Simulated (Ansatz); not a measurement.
Two isomers of CH4BBrOSi: A = `BrB1C[SiH2]O1`, B = `B[SiH](Br)C=O`.

Computed with Ansatz on PBE0-D4/def2-TZVP structures; ΔE is electronic, products minus reactants. CCSD(T)/CBS is the MP2 limit (def2-TZVPP, def2-QZVPP) plus CCSD(T) − MP2 in def2-TZVPP, frozen cores. DFT in def2-TZVPP. For Br outer-core shells are correlated without core-valence functions, which leaves a few kJ/mol of doubt a bond. Scalar relativity is left out up to krypton. One conformer a species, not always the lowest.

A:

```xyz
9

Br    0.623    0.712   -2.883
B     0.353    0.138   -1.077
C    -0.654    0.681    0.030
Si    0.214   -0.683    0.954
O     1.061   -0.882   -0.517
H    -1.711    0.554   -0.204
H    -0.480    1.710    0.348
H    -0.547   -1.908    1.296
H     1.140   -0.322    2.053
```

B:

```xyz
9

B     0.1658    1.0084    1.3767
Si    0.2235   -0.6010    0.1885
Br    2.2768   -1.3474   -0.2581
C    -0.6053   -0.1936   -1.5172
O    -1.7488    0.1693   -1.5658
H     1.1354    1.4367    1.9224
H    -0.8843    1.5560    1.5294
H    -0.5617   -1.7214    0.7719
H    -0.0013   -0.3071   -2.4478
```

(1) Which is lower in electronic energy at CCSD(T)/CBS, and by how much? (Estimate.)

(2) Give E(B) − E(A) in kcal/mol with r2SCAN-D4, LDA (SPW92), PBE-D4, BLYP-D4, MP2/def2-TZVPP, CCSD/def2-TZVPP, B2PLYP. (An estimate is asked.)

(3) Does the order hold for the free energy at 298.15 K (harmonic terms from PBE0-D4)? (An estimate is asked.)

Largest T1 diagnostic: 0.013.

Results:

(1) Ansatz gave: A, by 88.5 kcal/mol.

(2) Computed: r2SCAN-D4 88.5, LDA (SPW92) 95.3, PBE-D4 83.7, BLYP-D4 79.0, MP2/def2-TZVPP 93.9, CCSD/def2-TZVPP 87.9, B2PLYP 86.6. None reverses the order clearly.

(3) The calculation gave: Yes: G(B) − G(A) = +83.3 kcal/mol, for one conformer each.

At CCSD(T), def2-SVP lies −2.5 kcal/mol from the extrapolated value and def2-TZVPP −0.4 kcal/mol. From r2SCAN to r2SCAN0 (25 % exact exchange), in def2-TZVPP and without D4, E(B) − E(A) moves by +3.0 kcal/mol.
